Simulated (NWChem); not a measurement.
Species: Si3H7 cation

```xyz
10

Si     0.4496    -1.8727    -0.0593
Si    -1.0205    -0.0942    -0.1736
Si     0.4554     1.7759     0.1443
H      0.8811    -2.5007     1.2186
H      1.2311    -2.3674    -1.2248
H     -1.6140    -0.1439    -1.5382
H     -1.9752    -0.2807     0.9536
H     -0.4853     2.9264     0.0523
H      1.4573     1.7437    -0.9542
H      1.0758     1.6253     1.4874
```
Atoms are numbered in this order, from 1.

Results from NWChem. Pople sets run with spherical d functions. Coordinates come from a PBE0/def2-SVP optimisation. Atomic charges in e: unrestrained fits to the electrostatic potential beside Mulliken populations; buried atoms are poorly determined by the fit.

For level B3LYP/def2-SVP:

```yaml
ESP Si1: 0.69
Mulliken Si1: 0.50
Mulliken Si2: 0.08
Mulliken Si3: 0.26
```

Task: What are these values for level Hartree-Fock/6-31G*?

Result: ESP Si1: 0.85
Mulliken Si1: 0.68
Mulliken Si2: 0.19
Mulliken Si3: 0.45
